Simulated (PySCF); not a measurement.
SMILES COC1=CC=CC12C=CC=C2, C$_{10}$H$_{10}$O

Molfile (atoms numbered from 1):
```
C10H10O
     RDKit          3D

 21 22  0  0  0  0  0  0  0  0999 V2000
    2.3859    0.7907   -0.1971 C   0  0  0  0  0  0  0  0  0  0  0  0
    1.0228    0.6043    0.0753 O   0  0  0  0  0  0  0  0  0  0  0  0
    0.4423   -0.4444   -0.5039 C   0  0  0  0  0  0  0  0  0  0  0  0
    0.9396   -1.3947   -1.3335 C   0  0  0  0  0  0  0  0  0  0  0  0
   -0.1536   -2.3112   -1.6651 C   0  0  0  0  0  0  0  0  0  0  0  0
   -1.2916   -1.9307   -1.0533 C   0  0  0  0  0  0  0  0  0  0  0  0
   -1.0304   -0.6818   -0.2358 C   0  0  0  0  0  0  0  0  0  0  0  0
   -1.9074    0.4834   -0.6312 C   0  0  0  0  0  0  0  0  0  0  0  0
   -2.6240    0.8868    0.4344 C   0  0  0  0  0  0  0  0  0  0  0  0
   -2.2786    0.0558    1.5936 C   0  0  0  0  0  0  0  0  0  0  0  0
   -1.3529   -0.8515    1.2306 C   0  0  0  0  0  0  0  0  0  0  0  0
    2.7055    1.6864    0.3497 H   0  0  0  0  0  0  0  0  0  0  0  0
    2.5595    0.9393   -1.2775 H   0  0  0  0  0  0  0  0  0  0  0  0
    2.9816   -0.0761    0.1393 H   0  0  0  0  0  0  0  0  0  0  0  0
    1.9625   -1.4782   -1.6977 H   0  0  0  0  0  0  0  0  0  0  0  0
   -0.0445   -3.1783   -2.3193 H   0  0  0  0  0  0  0  0  0  0  0  0
   -2.2713   -2.4038   -1.1009 H   0  0  0  0  0  0  0  0  0  0  0  0
   -1.9256    0.8893   -1.6425 H   0  0  0  0  0  0  0  0  0  0  0  0
   -3.3499    1.7018    0.4466 H   0  0  0  0  0  0  0  0  0  0  0  0
   -2.7115    0.1657    2.5895 H   0  0  0  0  0  0  0  0  0  0  0  0
   -0.8850   -1.6154    1.8513 H   0  0  0  0  0  0  0  0  0  0  0  0
  1  2  1  0
  2  3  1  0
  3  4  2  0
  4  5  1  0
  5  6  2  0
  6  7  1  0
  7  8  1  0
  8  9  2  0
  9 10  1  0
 10 11  2  0
  7  3  1  0
 11  7  1  0
  1 12  1  0
  1 13  1  0
  1 14  1  0
  4 15  1  0
  5 16  1  0
  6 17  1  0
  8 18  1  0
  9 19  1  0
 10 20  1  0
 11 21  1  0
M  END
```

Method used: quadratic response CAM-B3LYP/def2-SVPD first hyperpolarisability, Taylor convention, gas phase (PySCF). Geometry: PBE0-D3(BJ)/def2-SVP.

(1) Give the tensor of the second harmonic β(−2ω;ω,ω) at 1064 nm in the axes of these coordinates.

## Answers

(1) In au, Taylor convention; rows are the first index (the induced dipole):
|  | xx | yy | zz | xy | xz | yz |
| --- | --- | --- | --- | --- | --- | --- |
| x | +42.9 | +47.3 | +5.5 | +68.3 | +24.1 | +33.2 |
| y | +69.4 | +76.7 | -0.3 | +50.2 | +37.9 | +8.5 |
| z | +23.5 | +8.5 | +44.0 | +38.6 | +4.2 | +2.3 |

Norm of βᵢ = ⅓ Σⱼ (βᵢⱼⱼ + βⱼᵢⱼ + βⱼⱼᵢ): 191.7 au, hyper-Rayleigh value 81.9 au.
